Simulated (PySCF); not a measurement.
A geometry optimisation on `[H][Sn]([CH3])([CH3])[CH2]C` (SnHMe2Et).

Method: PBE0-D3(BJ)/def2-SVP geometry optimisation, gas phase, def2 core potentials past Kr (PySCF 2.14.0). Start geometry: GFN2-xTB. A driver script takes a list of jobs; this job's settings line and coordinates (Å) are shown.

Input:
```
{"job": {"xc": "PBE0", "basis": "def2-SVP", "d3": "d3bj", "grid": 1, "maxiter": 30, "shake": 0.03, "kind": "geom"}, "charge": 0, "multiplicity": 1}
Sn     0.295710     0.480820     0.303830
H      0.237670     0.568720     1.984580
C      2.245440     0.573240    -0.428820
H      2.926520     1.451630    -0.020030
H      2.321420     0.607530    -1.517800
H      2.819800    -0.298250    -0.092200
C     -0.761780     2.354330    -0.394930
H     -1.765450     2.400580    -0.049750
H     -0.811940     2.402570    -1.421500
H     -0.285840     3.237730    -0.007950
C     -0.845820    -1.280290    -0.321080
C     -1.004910    -2.273950     0.788540
H     -0.329430    -1.692870    -1.183370
H     -1.832830    -0.973190    -0.741480
H     -1.552560    -3.188990     0.388600
H     -0.072240    -2.552260     1.208430
H     -1.612300    -1.817930     1.565180
```

Output:
```
step   0  E = -373.60498518  max force = 0.058074
step   1  E = -373.62398890  max force = 0.007772
step   2  E = -373.62524316  max force = 0.005582
step   3  E = -373.62552069  max force = 0.001879
step   4  E = -373.62557274  max force = 0.000517
step   5  E = -373.62561214  max force = 0.001188
step   6  E = -373.62565765  max force = 0.001037
step   7  E = -373.62569721  max force = 0.000727
step   8  E = -373.62576334  max force = 0.001166
step   9  E = -373.62583688  max force = 0.003452
step  10  E = -373.62596708  max force = 0.003465
step  11  E = -373.62630904  max force = 0.001271
step  12  E = -373.62636618  max force = 0.000668
step  13  E = -373.62643913  max force = 0.001489
step  14  E = -373.62646264  max force = 0.000976
step  15  E = -373.62648091  max force = 0.000302
step  16  E = -373.62648832  max force = 0.000448
optimisation converged
```

Energies in Eh; «max force» is the largest Cartesian gradient component in Eh/bohr.

Question: How much energy does the optimisation release, in kcal/mol?

Answer: E(step 0) − E(last step) = 0.021503 Eh, which is 13.5 kcal/mol.

Question: Give the first gradient maximum in eV/Å.

Answer: With 1 Eh/bohr = 51.422 eV/Å, 2.986 eV/Å.

In short: final energy -373.62649 Eh after 16 steps; dipole 0.65 D.

Question: Give the final coordinates.

Answer: 0.612 Å rms from the input after alignment:
```
atom  x, y, z in Å
Sn1    0.0375    0.6966    0.3857
H2    -0.0975    0.9771    2.0839
C3     2.1131    0.3786   -0.1034
H4     2.7098    1.2649    0.1567
H5     2.2262    0.1824   -1.1797
H6     2.5088   -0.4831    0.4538
C7    -0.7124    2.4023   -0.6992
H8    -1.7668    2.5882   -0.4493
H9    -0.6341    2.2190   -1.7812
H10   -0.1282    3.3003   -0.4521
C11   -1.0940   -1.0796   -0.1227
C12   -0.5986   -2.3392    0.5751
H13   -1.0468   -1.1912   -1.2188
H14   -2.1499   -0.8804    0.1226
H15   -1.1942   -3.2250    0.2968
H16    0.4499   -2.5639    0.3202
H17   -0.6513   -2.2474    1.6721
```

Question: Estimate the wall time. Hardware: one thread, AMD EPYC 9R14 (x86_64), shared host with 96 logical CPUs at a one-minute load of 8.6. And the peak memory of the process?

Answer: About 1.9 min, with 0.61 GiB resident at the peak, the Python interpreter and its libraries included.
Labels such as C1 count atoms from 1, the log's own numbers from 0.
